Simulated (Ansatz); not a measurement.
`[Cl][GaH][Br]` + `O[SiH3]` → `[SiH3][O][GaH][Br]` + HCl at 600 K and 1 bar (ligand exchange at a Ga–Cl bond).

Gas-phase electronic energies from Ansatz, PBE0-D4/def2-TZVP geometries. CCSD(T)/CBS adds triple-zeta CCSD(T) − MP2 to the extrapolated MP2 energy (def2 sets, frozen cores). This one scheme is used for every species. For Br, Ga outer-core shells are correlated without core-valence functions, which leaves a few kJ/mol of doubt a bond. Scalar relativity is left out up to krypton. One conformer a species, not always the lowest.

```tsv
species	CCSD(T)/CBS energy (Eh)	H − E (kJ/mol)	S (J/(mol·K))
`[Cl][GaH][Br]`	-4957.74201	59.3	365.8
`O[SiH3]`	-366.69042	135.7	307.9
`[SiH3][O][GaH][Br]`	-4864.03713	155.7	463.4
HCl	-460.38127	35.4	207.2
```

H − E and S are ideal-gas, rigid-rotor, harmonic terms from PBE0-D4/def2-TZVP, for one conformer and one mirror image of each species. 1 Eh = 2625.50 kJ/mol, R = 8.31446 J/(mol·K).

Question: By hand: ΔE, ΔH, ΔS and ΔG.

Answer: ΔE = (-4864.03713) + (-460.38127) − (-4957.74201) − (-366.69042) = 0.01403 Eh = 36.8 kJ/mol. Δ(H − E) = 155.7 + 35.4 − 59.3 − 135.7 = -3.9, so ΔH = 32.9 kJ/mol. ΔS = 463.4 + 207.2 − 365.8 − 307.9 = -3.1 J/(mol·K). ΔG = 32.9 − 600 × (-3.1)/1000 = 34.8 kJ/mol.

Question: By hand: the equilibrium constant, and the temperature at which ΔG would vanish if ΔH and ΔS stayed fixed.

Answer: log₁₀ K = −ΔG/(RT ln 10) = -3.0. ΔH and −TΔS have one sign here, so there is no such temperature.

The number of gas molecules stays the same, so ΔS is small and ΔH decides. A doubt of 5 kJ/mol in ΔE shifts log₁₀ K by 0.4 here. Other conformers and mirror images would add mixing entropy, several J/(mol·K) or more a flexible species. Modes under 60 cm⁻¹, often nearly free rotors, make the harmonic entropy too high. These are equilibria of isolated gas molecules and say nothing of rates. Largest T1 diagnostic: 0.012 (customary marks: 0.02 for closed shells, 0.045 for open ones).

ΔS is within the doubt of such terms, so its sign, and with it that verdict, could turn.
